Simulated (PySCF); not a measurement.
SMILES CCc1ccc(C=O)cc1 at its GFN2-xTB optimised geometry (Å):

```
20

C     -1.7524    -3.0592    -1.5009
C     -1.5149    -2.6392    -0.0481
C     -0.7539    -1.3476     0.0000
C     -1.4268    -0.1289    -0.0045
C     -0.7289     1.0601    -0.0046
C      0.6673     1.0570    -0.0021
C      1.4051     2.3218    -0.0007
O      0.9113     3.4216    -0.0016
C      1.3443    -0.1624     0.0000
C      0.6381    -1.3476     0.0000
H     -2.3048    -3.9949    -1.5390
H     -0.8042    -3.1937    -2.0164
H     -2.3223    -2.2969    -2.0271
H     -2.4771    -2.5222     0.4538
H     -0.9524    -3.4216     0.4648
H     -2.5074    -0.1196    -0.0048
H     -1.2416     2.0105    -0.0055
H      2.5074     2.1936     0.0008
H      2.4252    -0.1725     0.0026
H      1.1678    -2.2897     0.0033
```

Method: B3LYP/def2-SVP in PySCF. Cells within 0.4 Å of a nucleus heavier than hydrogen are left out (blank, or x).

Map of the HOMO amplitude (bohr^(-3/2)), clipped to [-0.25, 0.25] on the plane z = 0.0 Å; orbital energy -6.97 eV, overall sign arbitrary:

```
|4444444444445555555444444|
|4444444444444555555444444|
|4444444444444555555444444|
|4444444444444467655444444|
|44444444444430x9755444444|
|44444444444420x9654444444|
|4444444444443235433444444|
|444444444444445x212344444|
|4444444555545676322344444|
|4444444555x45x86444444444|
|4444444555xx3xx5544444444|
|4444444455544344444444444|
|444444444x54444x444444444|
|444444444x55445x544444444|
|4444444445555555554444444|
|4444444445xx5xx5554444444|
|4444444455544444444444444|
|444444445x544444444444444|
|44444444xx544444444444444|
|4444444455544444444444444|
|4444444555544444444444444|
|4444444555544444444444444|
|4444445555544444444444444|
|4455555555444444444444444|
|5555555555444444444444444|
```
Scale: ten equal steps from -0.250 (start of '0') to 0.250 (end of '9'), in the order '0123456789'; x runs from -5.50 to 5.50, y from -5.50 (bottom) to 5.50 (top).
